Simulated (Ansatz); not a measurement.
Input for Ansatz (a quantum-chemistry and plane-wave program): U-CCSD(T)/6-31G on MgO, a point of a bond scan (R = 1.913 Å).

Ansatz 0.2 input:
```yaml
crystal:
  periodic: [false, false, false]
  atoms:
    - {symbol: Mg, position_ang: [-0.00000000, -0.00000000, -0.69577288]}
    - {symbol: O, position_ang: [0.00000000, 0.00000000, 1.21760254]}
basis:
  gaussian:
    orbitals: 6-31G
correlation: {method: ccsd_t, electrons: outside_noble_gas}
scf: {omitted_lower_state_checks: [cluster_reference]}
magnetization: {spin_polarized: true, initial_magnetization: 0}
```

It printed:

```
Functional definition: HF
[...]
these checks for a lower state are left out or cut short: cluster_reference
integrals: 0.00 GiB planned
212 factors; integrals over basis functions are off by at most 2.1e-4 eV
mean field: 0.04 GiB planned
mean field evaluation 1: about -7455.3789 eV, gradient 3.9e1 eV
mean field evaluation 2: about -7455.3914 eV, gradient 3.9e1 eV
mean field evaluation 4: about -7463.2246 eV, gradient 6.8e0 eV
mean field evaluation 8: about -7464.1055 eV, gradient 1.1e0 eV
mean field evaluation 16: about -7464.1184 eV, gradient 6.2e-3 eV
mean field evaluation 32: about -7466.3543 eV, gradient 5.3e-2 eV
mean field evaluation 64: about -7465.3479 eV, gradient 5.7e0 eV
mean field evaluation 96: about -7466.9253 eV, gradient 1.5e-5 eV
mean field evaluation 128: about -7466.9253 eV, gradient 1.6e-5 eV
mean field evaluation 160: about -7461.3646 eV, gradient 1.5e0 eV
mean field evaluation 192: about -7466.3333 eV, gradient 1.1e0 eV
mean field evaluation 224: about -7463.3760 eV, gradient 6.3e0 eV
mean field evaluation 256: about -7464.1184 eV, gradient 9.4e-6 eV
mean field -7466.92534830 eV, -274.4044452863 hartree, gradient 8.7e-7 eV, S^2 1.006659; 18 other end points of the search recorded, 0 dependent functions left out
6 core orbitals not correlated
reference -7466.92534830 eV, -274.4044452863 hartree; 4, 4 occupied and 12, 12 virtual orbitals, 212 factors
second order -2.61070385 eV of doubles, -0.00000000 eV of singles
coupled cluster: 0.05 GiB planned
cycle   1  -2.67791496 eV  change   -6.7e-2 eV  update   6.9e-2
cycle   2  -2.77504467 eV  change   -9.7e-2 eV  update   2.4e-2
cycle   3  -2.82876624 eV  change   -5.4e-2 eV  update   1.9e-2
cycle   4  -2.83505830 eV  change   -6.3e-3 eV  update   6.9e-3
cycle   5  -2.83385145 eV  change    1.2e-3 eV  update   4.1e-3
cycle   6  -2.83592188 eV  change   -2.1e-3 eV  update   2.5e-3
cycle   7  -2.83786794 eV  change   -1.9e-3 eV  update   1.7e-3
cycle   8  -2.83841888 eV  change   -5.5e-4 eV  update   1.4e-3
cycle   9  -2.83864155 eV  change   -2.2e-4 eV  update   1.2e-3
cycle  10  -2.83915731 eV  change   -5.2e-4 eV  update   1.1e-3
cycle  11  -2.83949497 eV  change   -3.4e-4 eV  update   8.3e-4
cycle  12  -2.83980586 eV  change   -3.1e-4 eV  update   4.9e-4
cycle  13  -2.84000210 eV  change   -2.0e-4 eV  update   2.8e-4
cycle  14  -2.84011474 eV  change   -1.1e-4 eV  update   1.3e-4
cycle  15  -2.84013141 eV  change   -1.7e-5 eV  update   6.0e-5
cycle  16  -2.84014697 eV  change   -1.6e-5 eV  update   3.0e-5
cycle  17  -2.84013935 eV  change    7.6e-6 eV  update   1.4e-5
cycle  18  -2.84013795 eV  change    1.4e-6 eV  update   6.8e-6
coupled cluster: 0.05 GiB planned
perturbative correction -0.05544520 eV, -0.0020375736 hartree
Total energy: -7469.82093145 eV, -274.5108560044 hartree
Checks for a lower state left out: cluster_reference
```

Self-consistency was reached. Its determinant has ⟨S²⟩ = 1.01, a mixture of spin states.

Cost: around 2.2 core-seconds (rough).
